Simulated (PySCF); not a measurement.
**Spinor energies of Ne⁶⁺ (neon, charge +6)**

Start: [He] 2s2. Calculated with PySCF 2.14 in an uncontracted even-tempered set (18 s from 0.11 bohr⁻², ratio 2.6; 11 p from 0.15 bohr⁻², ratio 2.6; 8 d from 0.15 bohr⁻², ratio 2.8; 4 f from 4.3 bohr⁻², ratio 2.8): generalised Hartree-Fock with the X2C-1e Hamiltonian and a Gaussian nucleus; spin-orbit coupling (SO) screened by Boettger's factors.

```csv
spinor shell,electrons,"ε, screened SO (eV)",weight of nominal j (screened SO),"rms radius, screened SO (bohr)"
1s1/2,2,-1104.3,1.000,0.180
2s1/2,2,-204.10,1.000,0.769
```

| quantity | screened SO |
| --- | --- |
| E (hartree) | -110.24827 |
| M_J | 0 |
| ⟨J²⟩ | 0.000 |
| ⟨L²⟩ | 0.000 |
| ⟨S²⟩ | 0.000 |
